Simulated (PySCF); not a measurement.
Level of theory: PBE0/[Se def2-TZVP, S def2-TZVP, H def2-TZVP], no relativity, density fitting, PySCF.

```xyz
4
charge 0 multiplicity 1, angstrom
Se    0.2714    0.4701   -0.2052
S    -0.7182   -1.2441    0.4755
H     1.5350    0.5767    0.5951
H    -0.2682    1.6177    0.5951
```

H2SeS (singlet), along the line from Se1 (at 0) through S2 (at 2.093 Å).

Q: Tabulate the fields along this line at -0.63, -0.42, -0.21, 0.10, 0.31, 0.52, 0.73, 0.94, 1.15, 1.36, 1.57, 1.78, 1.99, 2.30, 2.51, 2.72, 2.93, 3.14, 3.35 Å.

A: 
```tsv
distance (Å)	electron density (e/Å³)	electron localisation function	electrostatic potential (V)
-0.63	1.91	0.172	55.6
-0.42	13.7	0.602	145
-0.21	105	0.552	684
0.10	547	0.651	2320
0.31	44.1	0.777	281
0.52	4.43	0.259	87
0.73	1.35	0.287	37.6
0.94	1.02	0.743	19.8
1.15	0.957	0.731	17.8
1.36	1.05	0.497	30.9
1.57	1.47	0.0707	69.8
1.78	14	0.75	190
1.99	172	0.277	1240
2.30	58.3	0.861	393
2.51	3.38	0.159	109
2.72	1.04	0.275	43.7
2.93	0.619	0.688	18.3
3.14	0.308	0.654	7.74
3.35	0.138	0.505	3.19
```

On a grid of 0.10 Å the density has a local minimum along the bond near 1.15 Å from Se, at 0.96 e/Å³, where the ELF is 0.73.
